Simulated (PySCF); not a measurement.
Bonds: Al1-Cl2 2.078 Å, Al1-Cl3 2.078 Å, Al1-N4 1.754 Å, N4-C5 1.202 Å, C5-O6 1.165 Å.

Geometry: PBE0-D3(BJ)/def2-SVP; GIAO absolute shieldings from PySCF 2.14.0 with density-fitted response routines, gas phase, non-relativistic, averaged over equivalent atoms.

At PBE0/pcSseg-1 (pcSseg-2 on Al) (142 basis functions, 27 s wall time on 1 thread of an Arm Neoverse N1, shared host):
```
  atoms  σ (ppm)
    Al1    442.5
Cl2/Cl3    944.1
     N4    215.4
     C5     57.6
     O6    191.5
```

What do these become at PBE/pcSseg-1 (pcSseg-2 on Al)?

## Answers


| atoms | σ at PBE/pcSseg-1 (pcSseg-2 on Al) | change |
| --- | --- | --- |
| Al1 | 429.3 | -13.2 |
| Cl2/Cl3 | 914.9 | -29.2 |
| N4 | 209.2 | -6.2 |
| C5 | 59.0 | +1.4 |
| O6 | 186.6 | -4.9 |

The largest change is at Cl2/Cl3 (chlorine bonded to Al). Cost: 142 basis functions, 20 s wall time on 1 thread of an Arm Neoverse N1, shared host.
